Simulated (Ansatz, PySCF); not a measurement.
Process, species as SMILES: C[SiH]B(O)O -> [CH2][SiH2]B(O)O
Each molecule is optimised on its own at B3LYP-D3(BJ)/def2-TZVP (Ansatz, a program for electronic structure), one conformer each, not searched for the lowest. Frequencies are from PySCF.

Property: isomerisation energy (0 K, with B3LYP-D3(BJ) harmonic zero-point energies), in eV. Valence correlation only, unless marked. Open shells are spin-unrestricted. No spin-orbit coupling. Non-relativistic unless marked X2C. CBS marks a two-point X^-3 extrapolation of the correlation energy; Hartree-Fock from the larger set.

| level | program | isomerisation energy (eV) |
|---|---|---|
| r2SCANh-D4/def2-TZVPD | Ansatz + dftd4 | 0.51 |
| LC-wPBE/def2-TZVPD | Ansatz | 0.54 |
| CCSD/cc-pV(Q+d)Z | Ansatz | 0.47 |
| CCSD(T)/cc-pV(D+d)Z | Ansatz | 0.50 |
| CCSD(T)/cc-pVTZ | Ansatz | 0.55 |
| X2C-CCSD(T)/cc-pVTZ-DK | Ansatz | 0.55 |
| CCSD(T)/CBS(cc-pV(T+d)Z,cc-pV(Q+d)Z) | Ansatz | 0.51 |
